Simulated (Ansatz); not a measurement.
Stepwise reaction of `[F][Ti]([F])([Br])[Br]` with hydrogen fluoride, as a gas-phase model of exchange steps in deposition or etching. ΔE in kJ/mol; ΔG adds harmonic PBE0-D4 terms to CCSD(T)/CBS, at 1 bar.

Calculated with Ansatz (gas phase, PBE0-D4/def2-TZVP geometries, no zero-point term in ΔE). CCSD(T)/CBS is the MP2 limit (def2-TZVPP, def2-QZVPP) plus CCSD(T) − MP2 in def2-TZVPP, frozen cores. This one scheme is used for every species. Functionals use def2-TZVPP. B3LYP here is the variant with VWN-RPA as its local correlation; programs differ in this. For Br, Ti outer-core shells are correlated without core-valence functions, which leaves a few kJ/mol of doubt a bond. Scalar relativity is left out up to krypton.

```
step                                                        reaction  PBE-D4  B3LYP-D4  ωB97M-V  CCSD(T)/CBS  ΔG(600 K)
   1  `[F][Ti]([F])([Br])[Br]` + H–F → `[F][Ti]([F])([F])[Br]` + HBr   -20.8     -21.6    -27.4         -7.8      -13.1
   2    `[F][Ti]([F])([F])[Br]` + H–F → `[F][Ti]([F])([F])[F]` + HBr   -22.9     -23.9    -28.4        -13.2      -13.4
```

Problem. By hand: ΔE of the 2 steps together at CCSD(T)/CBS.

Solution. (-7.8) + (-13.2) = -21.0 kJ/mol, or -10.5 kJ/mol a step.

In ΔE each step is lower than the one before. All are downhill at CCSD(T)/CBS. ΔG lies between -13.4 and -13.1 kJ/mol a step. PBE-D4 differs from CCSD(T)/CBS by -13.0 to -9.7 kJ/mol a step. Isolated molecules leave out the surface, adducts and barriers. Largest T1 diagnostic: 0.023.
